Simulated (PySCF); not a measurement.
C₅H₁₅NOSi₂.
Numbering: `[CH3:1][N:2]([CH3:3])[Si@@:4]1([CH3:5])[CH2:6][CH2:7][SiH2:8][O:9]1`

NICS is the negative of the GIAO shielding at a point without a nucleus: at the ring centre (0) and 1 Å above and below it (1); zz is the component along the ring normal. Level: GIAO PBE0/pcSseg-1 (PySCF, non-relativistic, gas phase) on the GFN2-xTB geometry, one conformer.

Ring bond lengths (Å), with Mayer bond orders in brackets: Si4–C6 1.921 (0.85), C6–C7 1.536 (1.02), C7–Si8 1.906 (0.92), Si8–O9 1.630 (0.96), O9–Si4 1.649 (0.87).

Task: Give the NICS values of each ring in ppm.

Result: 
| ring | type | NICS(0) | NICS(1), two faces | NICS(1)zz, two faces | rms pucker (Å) | centre to ring atoms, mean (Å) |
| --- | --- | --- | --- | --- | --- | --- |
| Si4–C6–C7–Si8–O9 | 5-membered ring with O and 2 Si; formal bonds all single | -4.8 | -2.8 / -2.8 | -2.1 / -1.4 | 0.15 | 1.46 |

Task: What can be read from them?

Result: 
- Si4–C6–C7–Si8–O9: mean NICS(1)zz -1.8 ppm, near zero. Si4, C6, C7, Si8 have four or more neighbours; no verdict on aromaticity is drawn.

Task: At the second NICS(1) probe listed for ring Si4–C6–C7–Si8–O9, 1 Å off the ring, how large is the induced field along the normal in 14.1 T applied along it?

Result: NICSzz × B0 = -1.4 ppm × 14.1 T = -20 μT, against the applied field.

Task: How shielded are the nuclei of the rings and their hydrogens (means over atoms taken as equivalent)?

Result: 
```
   atoms                  environment  σ isotropic (ppm)  principal values of the symmetric part, first atom (ppm)
     Si4         oxygen-bound silicon              338.8                                       313.5, 343.5, 359.4
      C6  sp3 carbon bound to silicon              178.6                                       173.8, 178.8, 183.0
      C7  sp3 carbon bound to silicon              176.9                                       158.0, 178.9, 193.7
     Si8         oxygen-bound silicon              362.2                                       320.6, 348.9, 417.3
      O9              siloxane oxygen              277.0                                       199.6, 298.6, 332.7
 H on C6           methylene hydrogen              31.24                                          26.1, 30.0, 37.6
 H on C6           methylene hydrogen              30.96                                          26.2, 29.1, 37.6
 H on C7           methylene hydrogen              30.62                                          25.3, 27.8, 38.8
 H on C7           methylene hydrogen              30.70                                          26.1, 28.1, 37.9
H on Si8                Si–H hydrogen              26.68                                          23.2, 24.1, 32.7
H on Si8                Si–H hydrogen              26.71                                          22.8, 24.5, 32.9
```
